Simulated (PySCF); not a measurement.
A small calculation by hand: refractive index and permittivity of the vapour

naphthalene (C₁₀H₈), SMILES c1cc2c(cccc2)cc1.

Geometry optimised at r2SCAN-D4/def2-SVP.

PBE/def2-SVP (PySCF) gives a mean static polarisability of 107.1 bohr³ and a dipole moment of 0.00 D. Take an ideal gas at 298.15 K and 0.1 bar, whether or not the substance is that volatile.

Q: Work out n − 1 in the optical limit and the static ε − 1.

A: 
Polarisability volume α' = 107.1 × 0.148185 = 15.87 Å³. Number density N = p/kT = 2.43e-6 Å⁻³.
Dilute limit of Lorentz–Lorenz: n − 1 = 2π N α' = 0.00024.
Orientation term of Debye: μ²/(3kT) = 8.098 Å³ × μ²(D²) = 0.00 Å³.
ε − 1 = 4π N (α' + μ²/3kT) = 0.00048. With no permanent dipole, ε equals n² in this model. Vibrational polarisation and dispersion are left out.
